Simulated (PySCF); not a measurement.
## Ionisation energy of Ru(2+) by level of theory

Ru(2+) [Kr] 4d6 (5D) → Ru(3+) [Kr] 4d5 (6S), as a difference of total energies. All numbers are calculated (PySCF 2.14, the spin-free X2C one-electron Hamiltonian (Gaussian nucleus), in ANO-RCC-VTZP (7s6p4d2f1g, 68 functions)). Correlated levels: valence: [Kr] frozen; valence and next inner shell: [Ar] 3d10 frozen. The calculations carry no spin-orbit coupling.

| method | ionisation energy (eV) | plus first-order spin-orbit estimate | difference from reference of that sum (eV) |
| --- | --- | --- | --- |
| UHF | 26.560 | 26.702 | -1.768 |
| LDA | 28.915 | 29.058 | +0.588 |
| PBE | 28.658 | 28.800 | +0.330 |
| PBE0 | 28.445 | 28.588 | +0.118 |
| r2SCAN | 28.231 | 28.374 | -0.096 |
| B3LYP | 28.714 | 28.857 | +0.387 |
| BLYP | 28.705 | 28.847 | +0.377 |
| B97-3 | 28.657 | 28.799 | +0.329 |
| MP2 (valence) | 27.791 | 27.933 | -0.537 |
| SCS-MP2 (valence) | 28.026 | 28.168 | -0.302 |
| MP2 (valence and next inner shell) | 27.903 | 28.045 | -0.425 |
| SCS-MP2 (valence and next inner shell) | 27.918 | 28.060 | -0.410 |

Reference: 28.47 eV (semi-empirical (NIST evaluation); NIST Atomic Spectra Database, ionization energies).

A first-order spin-orbit estimate (lowest level to lowest level, LS coupling) adds 0.142 eV.

Errors of the correlated levels include the incompleteness of this basis and the frozen core.
